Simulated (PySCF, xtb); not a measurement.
2-fluoropenta-1,4-diene (C₅H₇F), SMILES C=C(CC=C)F. Other conformers were not sampled.

Harmonic wavenumbers (cm⁻¹) from GFN2-xTB (xtb) at its own minimum, in rising order: 46, 61, 204, 341, 413, 449, 534, 658, 722, 863, 877, 902, 911, 932, 976, 1022, 1084, 1171, 1232, 1263, 1296, 1377, 1411, 1444, 1714, 1732, 2986, 2987, 3061, 3101, 3129, 3132, 3171.

### Question
What does PySCF with PBE-D3(BJ)/def2-SVP give at its own minimum? (The exact figures need the calculation; the answer reports its results.)

### Answer
67, 78, 212, 349, 413, 464, 551, 655, 722, 819, 859, 879, 903, 920, 944, 992, 1079, 1178, 1235, 1266, 1295, 1343, 1373, 1383, 1674, 1701, 2967, 3027, 3068, 3079, 3109, 3170, 3216. Paired by order, the mean absolute difference is 20 cm⁻¹ and the zero-point energies are 64.6 and 64.3 kcal/mol.
